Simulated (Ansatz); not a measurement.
CH3ClSSi (`Cl[SiH]1CS1`), 7 atoms. Total charge 0; spin multiplicity 1. All runs use 2 threads of an Arm Neoverse V2 on a shared host. Correlated methods freeze the cores.

(1) Give the basis size and wall time and peak host memory of each of these runs in Ansatz. RHF-CCSD(T)/def2-SVP energy; RKS ωB97M-V/def2-QZVPP energy; direct RPA on PBE orbitals/def2-TZVPP energy; RKS LC-ωPBE/def2-TZVPP energy; RKS r2SCAN-D4/def2-TZVPP energy and forces; RKS ωB97M-V/def2-SVP energy; RHF-CCSD(T)/def2-TZVPP energy; RKS PBE0-D4/def2-SVP energy; RKS PBE0-D4/def2-TZVP frequencies; RKS PBE-D4/def2-TZVPP energy and forces; RKS HSE06 (plane-wave form)-D4/def2-TZVPP energy; RHF-MP2/def2-QZVPP energy. (Best estimate.)

## Answers

(1) Ansatz gave: Other jobs shared the machine, so times are rough.

```json
{"level": "RKS PBE0-D4/def2-SVP", "job": "energy", "functions": "83", "wall time": "1.2 s", "peak host memory (GiB)": "0.15"}
{"level": "RHF-CCSD(T)/def2-SVP", "job": "energy", "functions": "83", "wall time": "2 s", "peak host memory (GiB)": "0.21"}
{"level": "RKS PBE-D4/def2-TZVPP", "job": "energy and forces", "functions": "199", "wall time": "3 s", "peak host memory (GiB)": "0.25"}
{"level": "RKS LC-ωPBE/def2-TZVPP", "job": "energy", "functions": "199", "wall time": "3 s", "peak host memory (GiB)": "0.33"}
{"level": "RKS HSE06 (plane-wave form)-D4/def2-TZVPP", "job": "energy", "functions": "199", "wall time": "4 s", "peak host memory (GiB)": "0.48"}
{"level": "direct RPA on PBE orbitals/def2-TZVPP", "job": "energy", "functions": "199", "wall time": "4.7 s", "peak host memory (GiB)": "0.36"}
{"level": "RKS ωB97M-V/def2-SVP", "job": "energy", "functions": "83", "wall time": "6 s", "peak host memory (GiB)": "0.23"}
{"level": "RKS r2SCAN-D4/def2-TZVPP", "job": "energy and forces", "functions": "199", "wall time": "7 s", "peak host memory (GiB)": "0.27"}
{"level": "RHF-MP2/def2-QZVPP", "job": "energy", "functions": "357", "wall time": "17 s", "peak host memory (GiB)": "1.5"}
{"level": "RKS ωB97M-V/def2-QZVPP", "job": "energy", "functions": "357", "wall time": "21 s", "peak host memory (GiB)": "1.2"}
{"level": "RHF-CCSD(T)/def2-TZVPP", "job": "energy", "functions": "199", "wall time": "58 s", "peak host memory (GiB)": "2.1"}
{"level": "RKS PBE0-D4/def2-TZVP", "job": "frequencies", "functions": "160", "wall time": "110 s", "peak host memory (GiB)": "0.37"}
```

LC-ωPBE has ω = 0.4 bohr⁻¹.
